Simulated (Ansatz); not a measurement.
Ansatz (a quantum-chemistry and plane-wave program) input (wB97M-V/def2-TZVPD):

Ansatz 0.2 input:
```yaml
crystal:
  periodic: [false, false, false]
  atoms:
    - {symbol: Se, position_ang: [0.00000000, -0.00000000, -0.00000000]}
    - {symbol: H, position_ang: [1.56119827, 0.00419942, 0.00096520]}
    - {symbol: H, position_ang: [-1.56119827, -0.00419942, -0.00096520]}
    - {symbol: H, position_ang: [-0.00420244, 1.56119085, 0.00490646]}
    - {symbol: H, position_ang: [0.00420244, -1.56119085, -0.00490646]}
    - {symbol: H, position_ang: [-0.00095200, -0.00490904, 1.56119621]}
    - {symbol: H, position_ang: [0.00095200, 0.00490904, -1.56119621]}
basis:
  gaussian:
    orbitals: def2-TZVPD
hamiltonian:
  xc: {name: wB97M-V}
total_charge: 1
magnetization: {spin_polarized: true, initial_magnetization: 1}
```

End of the output:

```
integrals: 0.05 GiB planned
743 factors; their error is unknown
integrals: 0.08 GiB planned
294 factors; integrals over basis functions are off by at most 5.8e-6 eV
mean field: 0.72 GiB planned
mean field evaluation 1: about -65426.0260 eV, gradient 8.0e0 eV
mean field evaluation 2: about -65426.5345 eV, gradient 2.4e0 eV
mean field evaluation 4: about -65426.5895 eV, gradient 5.7e-1 eV
mean field evaluation 8: about -65426.7665 eV, gradient 1.5e-1 eV
mean field evaluation 16: about -65426.7678 eV, gradient 2.4e-2 eV
mean field evaluation 32: about -65426.7706 eV, gradient 3.5e-6 eV
mean field -65426.77064576 eV, -2404.3894733736 hartree, gradient 3.5e-6 eV, S^2 0.784111; 2 other end points of the search recorded, 0 dependent functions left out
reference -65426.77069220 eV, -2404.3894750803 hartree; 20, 19 occupied and 91, 92 virtual orbitals, 743 factors
Total energy: -65426.77069220 eV, -2404.3894750803 hartree
```

This state (charge 1, doublet) is run at the relaxed geometry of the species with charge 0 and multiplicity 1.
